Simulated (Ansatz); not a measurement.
Coupled-cluster run, Cl$_{3}$HOTi, SMILES `[OH][Ti]([Cl])([Cl])[Cl]`.

```yaml
crystal:
  periodic: [false, false, false]
  atoms:
    - {symbol: O, position_ang: [-0.647879, 0.492350, 1.113319]}
    - {symbol: Ti, position_ang: [0.244393, -0.200434, -0.216534]}
    - {symbol: Cl, position_ang: [1.808781, -1.504665, 0.559568]}
    - {symbol: Cl, position_ang: [-1.122563, -1.330562, -1.482344]}
    - {symbol: Cl, position_ang: [1.118457, 1.404561, -1.403061]}
    - {symbol: H, position_ang: [-1.359289, 1.074550, 1.382953]}
basis:
  gaussian: {orbitals: def2-TZVPP}
correlation: {method: ccsd_t}
output: {orbitals: {seedname: orbitals}}
```

```sh
$ ansatz run in.yaml --threads 4 --pin off --events-out ev --progress --plain --max-ram 10444MiB
```

Log, shortened:

```
Functional definition: HF
1482 factors; integrals over basis functions are off by at most 5.4e-4 eV
mean field evaluation 1: about -62652.1398 eV, gradient 5.7e1 eV
mean field evaluation 2: about -62652.3400 eV, gradient 5.7e1 eV
mean field evaluation 4: about -62658.8756 eV, gradient 6.4e0 eV
mean field evaluation 8: about -62658.9943 eV, gradient 9.8e-1 eV
mean field evaluation 16: about -62658.9995 eV, gradient 2.9e-6 eV
mean field -62658.99946734 eV, -2302.6757586294 hartree, gradient 2.8e-6 eV, S^2 0.000000; 0 other end points of the search recorded, 0 dependent functions left out
21 core orbitals not correlated: weight in the atoms' cores, before any rotation towards them, 1.000 or more for the frozen orbitals, at most 0.000 for the correlated occupied ones
reference -62658.99946734 eV, -2302.6757586294 hartree; 20, 20 occupied and 194, 194 virtual orbitals, 1482 factors
second order -33.92067712 eV of doubles, -0.00000000 eV of singles
cycle   1  -33.01593384 eV  change    9.0e-1 eV  update   2.9e-1
cycle   2  -34.36957288 eV  change    -1.4e0 eV  update   2.2e-1
cycle   3  -34.69503990 eV  change   -3.3e-1 eV  update   5.9e-2
cycle   4  -34.68855637 eV  change    6.5e-3 eV  update   2.2e-2
cycle   5  -34.66774403 eV  change    2.1e-2 eV  update   7.9e-3
cycle   6  -34.66277242 eV  change    5.0e-3 eV  update   3.1e-3
cycle   7  -34.66396053 eV  change   -1.2e-3 eV  update   1.5e-3
cycle   8  -34.66394694 eV  change    1.4e-5 eV  update   8.1e-4
cycle   9  -34.66416527 eV  change   -2.2e-4 eV  update   2.9e-4
cycle  10  -34.66464146 eV  change   -4.8e-4 eV  update   1.6e-4
cycle  11  -34.66442988 eV  change    2.1e-4 eV  update   5.6e-5
cycle  12  -34.66433455 eV  change    9.5e-5 eV  update   3.6e-5
cycle  13  -34.66438274 eV  change   -4.8e-5 eV  update   1.6e-5
perturbative correction -1.97930847 eV, -0.0727382446 hartree
Total energy: -62695.64315855 eV, -2304.0223894435 hartree
```

Run time 100 s (4 threads of an Intel Xeon Platinum 8488C on a shared host); peak host memory 4.2 GiB.

MP2 recovers 92.6 % of the CCSD(T) correlation energy and the triples give 5.4 %; T1 = 0.0244.
